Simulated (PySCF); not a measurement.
H3O3P, SMILES OP(O)O.

Geometry: B3LYP-D3(BJ)/def2-SVP. The values are those of a single conformer.

Two levels are set side by side: PBE/def2-TZVPD (PySCF) and r2SCAN/def2-TZVPD (PySCF). Same geometry, gas phase. Differences are taken from unrounded values.

```tsv
quantity	r2SCAN
orbital gap (eV)	5.87
highest occupied level (eV)	-6.11
lowest empty level (eV)	-0.24
dipole moment (D)	2.22
mean polarisability (bohr³)	42.4
```

Question: What does PBE give, and how far is it from r2SCAN? (Estimate from the structure and the level; the computed values follow.)

Answer: 
| quantity | PBE | PBE minus r2SCAN |
|---|---|---|
| orbital gap (eV) | 5.19 | -0.68 |
| highest occupied level (eV) | -5.90 | 0.21 |
| lowest empty level (eV) | -0.71 | -0.47 |
| dipole moment (D) | 2.20 | -0.02 |
| mean polarisability (bohr³) | 44.5 | 2.1 |

Rough cost on one machine, each run with all the roots and properties that it gave: r2SCAN against PBE about 5 times.
